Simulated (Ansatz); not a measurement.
Relaxation of C3H7FOSi (13 atoms, charge 0, multiplicity 1), to a largest force component of 0.02 eV/Å in at most 50 steps.

Computed with RKS B3LYP-D4/def2-SVP (Ansatz).

```xyz
13
Properties=species:S:1:pos:R:3
C 1.387 -1.568 -0.704
C 0.526 -0.462 -0.795
F -0.092 -0.214 -2.002
C 0.346 0.524 0.330
O 0.701 1.809 -0.129
Si -1.516 0.420 0.977
H 1.898 -1.771 0.200
H 1.525 -2.142 -1.588
H 0.919 0.285 1.228
H 0.386 1.927 -1.004
H -2.491 0.801 -0.063
H -1.810 -0.975 1.433
H -1.760 1.331 2.131
```

Question: Where does it end, and by what steps?

Answer: The forces met the threshold. After 7 steps the energy has fallen by 0.465 eV; H10 moved furthest, 0.26 Å.

```json
{"step": "0", "energy less start (eV)": "0.0000", "largest force component (eV/Å)": "3.675", "accepted": "yes"}
{"step": "1", "energy less start (eV)": "-0.3956", "largest force component (eV/Å)": "1.162", "accepted": "yes"}
{"step": "2", "energy less start (eV)": "-0.4165", "largest force component (eV/Å)": "0.977", "accepted": "yes"}
{"step": "3", "energy less start (eV)": "-0.4548", "largest force component (eV/Å)": "0.453", "accepted": "yes"}
{"step": "4", "energy less start (eV)": "-0.4627", "largest force component (eV/Å)": "0.110", "accepted": "yes"}
{"step": "5", "energy less start (eV)": "-0.4643", "largest force component (eV/Å)": "0.040", "accepted": "yes"}
{"step": "6", "energy less start (eV)": "-0.4647", "largest force component (eV/Å)": "0.024", "accepted": "yes"}
{"step": "7", "energy less start (eV)": "-0.4649", "largest force component (eV/Å)": "0.014", "accepted": "yes"}
```

```xyz
13
Properties=species:S:1:pos:R:3
C 1.382 -1.578 -0.703
C 0.626 -0.484 -0.755
F -0.027 -0.163 -1.900
C 0.323 0.508 0.321
O 0.587 1.846 -0.104
Si -1.495 0.412 0.953
H 1.924 -1.825 0.209
H 1.464 -2.242 -1.566
H 0.989 0.306 1.175
H 0.134 1.970 -0.951
H -2.400 0.869 -0.140
H -1.855 -0.979 1.356
H -1.632 1.327 2.120
```

Whether the end is a true minimum wasn't checked by a vibrational analysis.

Run time: 12 s on 2 threads of AMD EPYC 9R45 96-Core Processor (Zen 5), on a shared host, peak memory 0.32 GiB.
